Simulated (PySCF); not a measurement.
**Ag: electron affinity**

Ag⁻ [Kr] 4d10 5s2 (1S) → Ag [Kr] 4d10 5s1 (2S), as a difference of total energies. Calculation: PySCF 2.14, in aug-cc-pwCVTZ-PP with ECP28MDF (8s8p7d4f3g, 122 functions); scalar relativity through the core potential. Correlated levels: valence: 4s2 4p6 frozen; valence and next inner shell: nothing frozen outside the core potential. The calculations carry no spin-orbit coupling.

```csv
method,electron affinity (eV),error (eV)
UHF,0.103,-1.201
LDA,1.664,+0.360
PBE,1.397,+0.093
PBE0,1.150,-0.154
r2SCAN,1.274,-0.030
M06-L,1.303,-0.001
MP2 (valence),1.061,-0.243
SCS-MP2 (valence),1.076,-0.228
MP2 (valence and next inner shell),1.105,-0.199
SCS-MP2 (valence and next inner shell),1.108,-0.196
```

Reference: 1.304 eV (measured; photodetachment measurements, as compiled on the Wikipedia data page of electron affinities).

Errors of the correlated levels include the incompleteness of this basis and the frozen core.

In the anion the highest occupied orbital energy is positive at LDA, PBE, PBE0, r2SCAN, M06-L, a self-interaction effect; the basis confines that electron, and the energy difference can still be sensible.
